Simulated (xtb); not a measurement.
xtb input for Al(AsH2)(OH)2 (AlAsH₄O₂), SMILES [OH][Al]([OH])[AsH2], GFN2-xTB. 

```
$ xtb mol.xyz --gfn 2 --sp --chrg 0 --uhf 0 --json
$ cat mol.xyz
8

Al     0.69848215     0.78606846    -0.03218267
As    -0.86850205    -1.02225421     0.10678591
H     -0.73187931    -1.18775419    -1.38939000
H     -1.99721469    -0.05285466    -0.14252098
O      0.31135622     2.06659730    -1.00541416
H      0.15862847     2.82807499    -1.54664970
O      2.09215989     0.59978582     0.84028893
H      2.92263665     0.59696772     1.29400201
```

Program output:

```
[banner left out]
          |                Calculation Setup                |
           -------------------------------------------------



           -------------------------------------------------
          |                 G F N 2 - x T B                 |
           -------------------------------------------------

        Reference                      10.1021/acs.jctc.8b01176
      * Hamiltonian:
        H0-scaling (s, p, d)           1.850000    2.230000    2.230000
        zeta-weighting                 0.500000
      * Dispersion:
        s8                             2.700000
        a1                             0.520000
        a2                             5.000000
        s9                             5.000000
      * Repulsion:
        kExp                           1.500000    1.000000
        rExp                           1.000000
      * Coulomb:
        alpha                          2.000000
        third order                    shell-resolved
        anisotropic                    true
        a3                             3.000000
        a5                             4.000000
        cn-shift                       1.200000
        cn-exp                         4.000000
        max-rad                        5.000000


          ...................................................
          :                      SETUP                      :
          :.................................................:
          :  # basis functions                  32          :
          :  # atomic orbitals                  30          :
          :  # shells                           14          :
          :  # electrons                        24          :
          :  max. iterations                   250          :
          :  Hamiltonian                  GFN2-xTB          :
          :  restarted?                      false          :
          :  GBSA solvation                  false          :
          :  PC potential                    false          :
          :  electronic temp.          300.0000000     K    :
          :  accuracy                    1.0000000          :
          :  -> integral cutoff          0.2500000E+02      :
          :  -> integral neglect         0.1000000E-07      :
          :  -> SCF convergence          0.1000000E-05 Eh   :
          :  -> wf. convergence          0.1000000E-03 e    :
          :  Broyden damping             0.4000000          :
          :  net charge                          0          :
          :  unpaired electrons                  0          :
          ...................................................

 iter      E             dE          RMSdq      gap      omega  full diag
   1    -13.7790085 -0.137790E+02  0.127E+01    4.11       0.0  T
   2    -13.8130673 -0.340589E-01  0.649E+00    3.95       1.0  T
   3    -13.8137800 -0.712627E-03  0.449E+00    4.09       1.0  T
   4    -13.8304069 -0.166270E-01  0.190E+00    4.04       1.0  T
   5    -13.8238722  0.653474E-02  0.180E+00    4.23       1.0  T
   6    -13.8312137 -0.734150E-02  0.235E-01    4.11       1.0  T
   7    -13.8311036  0.110081E-03  0.307E-01    4.09       1.0  T
   8    -13.8312158 -0.112193E-03  0.864E-02    4.11       1.0  T
   9    -13.8312242 -0.841286E-05  0.361E-02    4.10       1.0  T
  10    -13.8312259 -0.164815E-05  0.148E-02    4.10       2.4  T
  11    -13.8312261 -0.256770E-06  0.248E-03    4.10      14.3  T
  12    -13.8312261 -0.564399E-08  0.982E-04    4.10      36.0  T
  13    -13.8312261 -0.116842E-08  0.289E-04    4.10     122.1  T

   *** convergence criteria satisfied after 13 iterations ***

         #    Occupation            Energy/Eh            Energy/eV
      -------------------------------------------------------------
         1        2.0000           -0.6596295             -17.9494
       ...           ...                  ...                  ...
         6        2.0000           -0.4580436             -12.4640
         7        2.0000           -0.4550353             -12.3821
         8        2.0000           -0.4473925             -12.1742
         9        2.0000           -0.4423698             -12.0375
        10        2.0000           -0.4327185             -11.7749
        11        2.0000           -0.4121857             -11.2161
        12        2.0000           -0.3636816              -9.8963 (HOMO)
        13                         -0.2129198              -5.7938 (LUMO)
        14                         -0.1784024              -4.8546
        15                         -0.1063260              -2.8933
        16                         -0.0713968              -1.9428
        17                         -0.0329334              -0.8962
       ...                                ...                  ...
        30                          1.2317149              33.5167
      -------------------------------------------------------------
                  HL-Gap            0.1507618 Eh            4.1024 eV
             Fermi-level           -0.2883007 Eh           -7.8451 eV

 SCC (total)                   0 d,  0 h,  0 min,  0.011 sec
 SCC setup                      ...        0 min,  0.000 sec (  1.183%)
 Dispersion                     ...        0 min,  0.000 sec (  0.353%)
 classical contributions        ...        0 min,  0.000 sec (  0.143%)
 integral evaluation            ...        0 min,  0.002 sec ( 14.871%)
 iterations                     ...        0 min,  0.006 sec ( 52.462%)
 molecular gradient             ...        0 min,  0.003 sec ( 29.458%)
 printout                       ...        0 min,  0.000 sec (  1.295%)

         :::::::::::::::::::::::::::::::::::::::::::::::::::::
         ::                     SUMMARY                     ::
         :::::::::::::::::::::::::::::::::::::::::::::::::::::
         :: total energy             -13.744252694820 Eh    ::
         :: gradient norm              0.000355048362 Eh/a0 ::
         :: HOMO-LUMO gap              4.102438434804 eV    ::
         ::.................................................::
         :: SCC energy               -13.831221271389 Eh    ::
         :: -> isotropic ES            0.075346639158 Eh    ::
         :: -> anisotropic ES          0.002402206834 Eh    ::
         :: -> anisotropic XC         -0.002990909120 Eh    ::
         :: -> dispersion             -0.003950938469 Eh    ::
         :: repulsion energy           0.086968576569 Eh    ::
         :: add. restraining           0.000000000000 Eh    ::
         :: total charge               0.000000000000 e     ::
         :::::::::::::::::::::::::::::::::::::::::::::::::::::

           -------------------------------------------------
          |                Property Printout                |
           -------------------------------------------------

    * Orbital Energies and Occupations

         #    Occupation            Energy/Eh            Energy/eV
      -------------------------------------------------------------
         1        2.0000           -0.6596295             -17.9494
         2        2.0000           -0.6531962             -17.7744
         3        2.0000           -0.5974301             -16.2569
         4        2.0000           -0.5647279             -15.3670
         5        2.0000           -0.5354328             -14.5699
         6        2.0000           -0.4580436             -12.4640
         7        2.0000           -0.4550353             -12.3821
         8        2.0000           -0.4473925             -12.1742
         9        2.0000           -0.4423698             -12.0375
        10        2.0000           -0.4327185             -11.7749
        11        2.0000           -0.4121857             -11.2161
Note: The following floating-point exceptions are signalling: IEEE_UNDERFLOW_FLAG IEEE_DENORMAL
normal termination of xtb
        12        2.0000           -0.3636816              -9.8963 (HOMO)
        13                         -0.2129198              -5.7938 (LUMO)
        14                         -0.1784024              -4.8546
        15                         -0.1063260              -2.8933
        16                         -0.0713968              -1.9428
        17                         -0.0329334              -0.8962
        18                         -0.0034469              -0.0938
        19                         -0.0006414              -0.0175
        20                          0.0574725               1.5639
        21                          0.1272291               3.4621
        22                          0.1588607               4.3228
        23                          0.1804425               4.9101
       ...                                ...                  ...
        30                          1.2317149              33.5167
      -------------------------------------------------------------
                  HL-Gap            0.1507618 Eh            4.1024 eV
             Fermi-level           -0.2883007 Eh           -7.8451 eV

     #   Z          covCN         q      C6AA      α(0)
     1  13 Al       2.359     0.362   103.108    21.408
     2  33 As       2.829     0.079   212.056    26.690
     3   1 H        0.970    -0.028     3.574     2.954
     4   1 H        0.971    -0.024     3.491     2.920
     5   8 O        1.542    -0.487    22.705     6.428
     6   1 H        0.807     0.297     0.730     1.342
     7   8 O        1.542    -0.495    22.864     6.451
     8   1 H        0.807     0.295     0.735     1.347

 Mol. C6AA /au·bohr⁶  :       1532.917662
 Mol. C8AA /au·bohr⁸  :      81594.845797
 Mol. α(0) /au        :         69.540856


Wiberg/Mayer (AO) data.
largest (>0.10) Wiberg bond orders for each atom

 ---------------------------------------------------------------------------
     #   Z sym  total        # sym  WBO       # sym  WBO       # sym  WBO
 ---------------------------------------------------------------------------
     1  13 Al   3.807 --     5 O    1.317     7 O    1.298     2 As   1.015
     2  33 As   3.021 --     1 Al   1.015     4 H    0.938     3 H    0.929
     3   1 H    0.999 --     2 As   0.929
     4   1 H    0.999 --     2 As   0.938
     5   8 O    2.258 --     1 Al   1.317     6 H    0.867
     6   1 H    0.912 --     5 O    0.867
     7   8 O    2.246 --     1 Al   1.298     8 H    0.868
     8   1 H    0.913 --     7 O    0.868
 ---------------------------------------------------------------------------

Topologies differ in total number of bonds
Writing topology from bond orders to xtbtopo.mol

molecular dipole:
                 x           y           z       tot (Debye)
 q only:       -0.048      -0.095       0.067
   full:        0.216       0.388      -0.128       1.175
molecular quadrupole (traceless):
                xx          xy          yy          xz          yz          zz
 q only:        0.160      -0.235       0.395       1.477      -1.984      -0.555
  q+dip:        0.568      -1.941      -0.699       3.206      -2.620       0.131
   full:        0.560      -2.293      -1.234       1.908      -0.768       0.674


           -------------------------------------------------
          | TOTAL ENERGY              -13.744252694820 Eh   |
          | GRADIENT NORM               0.000355048362 Eh/α |
          | HOMO-LUMO GAP               4.102438434804 eV   |
           -------------------------------------------------

------------------------------------------------------------------------
------------------------------------------------------------------------
 total:
 SCF:
```

The run converged.

Cost: around 0.04 core-seconds (rough).
